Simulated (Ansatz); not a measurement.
Reaction (β-hydride elimination): `C[NH][AlH][NH2]` → `[NH2][AlH2]` + `C=N`

Program: Ansatz. Geometries: PBE0-D4/def2-TZVP. ΔE: electronic, gas phase. CCSD(T)/CBS is the MP2 limit (def2-TZVPP, def2-QZVPP) plus CCSD(T) − MP2 in def2-TZVPP, frozen cores. This one scheme is used for every species. One conformer a species, not always the lowest.

`C[NH][AlH][NH2]`:

Cartesian coordinates in Å:
```
C 0.011 -0.391 1.630
N 0.145 -1.017 0.334
Al 0.081 -0.284 -1.277
N -0.179 1.458 -1.452
H -0.849 -0.771 2.195
H 0.903 -0.523 2.255
H -0.138 0.686 1.515
H 0.292 -2.012 0.408
H 0.259 -1.195 -2.556
H -0.221 1.925 -2.343
H -0.305 2.125 -0.709
```

`[NH2][AlH2]`:

Z-matrix (Å, degrees):
```
N
Al 1 1.766
H 1 1.007 2 124.9
H 1 1.007 2 124.9 3 180.0
H 2 1.583 1 117.9 3 -180.0
H 2 1.583 1 117.9 3 0.0
```

`C=N`:

```xyz
5

C    -0.316    0.228   -0.022
N     0.565   -0.407    0.618
H    -0.384    0.277   -1.115
H    -1.078    0.777    0.535
H     1.213   -0.874   -0.017
```

```csv
species,MP2/CBS(def2) energy (Eh)
`C[NH][AlH][NH2]`,-393.68566
`[NH2][AlH2]`,-299.11085
`C=N`,-94.48959
```

**Question.** Work out ΔE.

**Answer.** ΔE = (-299.11085) + (-94.48959) − (-393.68566) = 0.08522 Eh = +2.32 eV. CCSD(T)/CBS gives +2.16 eV.

Largest T1 diagnostic among the species: 0.012.

Leaving LDA and LC-ωPBE aside and taking each functional with its dispersion term where it has one, the values, not all of them listed here, spread over 0.38 eV, from BLYP-D4 to r2SCAN0-D4. LDA lies +0.49 eV from PBE without D4. From PBE to PBE0 (25 % exact exchange), in def2-TZVPP and without D4, ΔE moves by +0.14 eV.
